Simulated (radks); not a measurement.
The numbers below are computed, except where a source is named.
Dispersion coefficients C6 (hartree bohr^6) between ground-configuration atoms and ions, from the Casimir-Polder integral (3/pi) of alpha_A(iw) alpha_B(iw). Code: a radial shooting solver on a logarithmic mesh with Libxc functionals. Model: scalar-relativistic Kohn-Sham, LB94 model potential, spin-polarised, spherical densities, finite nucleus; open shells are filled with parallel spins first; Fermi nuclear charge, rms radius of each element as measured or else 0.836 A^(1/3) + 0.57 fm. Response by self-consistent Sternheimer equations with the Hartree and adiabatic LDA kernel, the relativistic mass of each level held fixed and spin-orbit coupling left out. For heavy and open-shell atoms this level of theory can miss by tens of per cent.

C6       Sc    Sc+   Sc2+   Sc3+   Sc4+   Sc5+   Sc6+
Sc     1075
Sc+   540.4  274.3
Sc2+  85.47  47.01  13.25
Sc3+  49.13  27.67  8.728  5.894
Sc4+  39.39  22.22  7.057  4.776  3.872
Sc5+  32.37  18.25  5.786  3.916  3.175  2.604
Sc6+  27.25  15.33  4.808  3.247  2.632  2.159  1.790

Static polarisabilities (bohr^3): Sc ([Ar] 3d1 4s2) 96.58, Sc+ ([Ar] 3d1 4s1) 45.54, Sc2+ ([Ar] 3d1) 4.275, Sc3+ ([Ar]) 2.204, Sc4+ ([Ne] 3s2 3p5) 1.761, Sc5+ ([Ne] 3s2 3p4) 1.450, Sc6+ ([Ne] 3s2 3p3) 1.231. The combination rule 2 Ca Cb / ((alpha_b/alpha_a) Ca + (alpha_a/alpha_b) Cb) gives 541.7 for Sc-Sc+, against 540.4 from the integral.
